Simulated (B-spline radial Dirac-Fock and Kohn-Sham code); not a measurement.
# Kohn-Sham estimates against Dirac-Fock for the levels of I¹⁰⁺

System: the I¹⁰⁺ ion, 1s2 2s2 2p6 3s2 3p6 3d10 4s2 4p6 4d7.

The density-functional columns are spherical, spin-unpolarised Dirac-Kohn-Sham results without Breit or QED terms: −ε is minus the orbital energy of the initial state and ΔSCF the difference of two total energies. The reference in the last column comes from Dirac-Fock energy differences between relaxed states, corrected for Breit and QED terms. All numbers are from an atomic code on a B-spline grid, in eV; a selection of levels is shown. The Kohn-Sham columns are given as differences from the reference. For the 1s level of heavy atoms much of the gap between ΔSCF and the reference is the Breit and QED part, -116.2 eV here; for other levels the error of the functional can be larger.

```tsv
level	LDA −ε − DF	LDA ΔSCF − DF	Dirac-Fock
1s	-262.6	+105.8	33366.6
2s	-124.4	-52.8	5392.2
2p1/2	-94.0	-6.3	5050.6
2p3/2	-97.5	-15.3	4755.7
3s	-64.2	-36.2	1268.2
3p1/2	-51.9	-23.1	1127.1
3p3/2	-51.3	-23.4	1070.1
3d5/2	-33.2	-2.9	812.4
4s	-26.4	-12.0	374.3
4p1/2	-19.5	-5.4	321.2
4p3/2	-19.5	-5.8	309.3
4d	-11.4	+1.5	224.0
```

Values without a named source are computed, but for edge energies of neutral atoms, which are taken from tables.
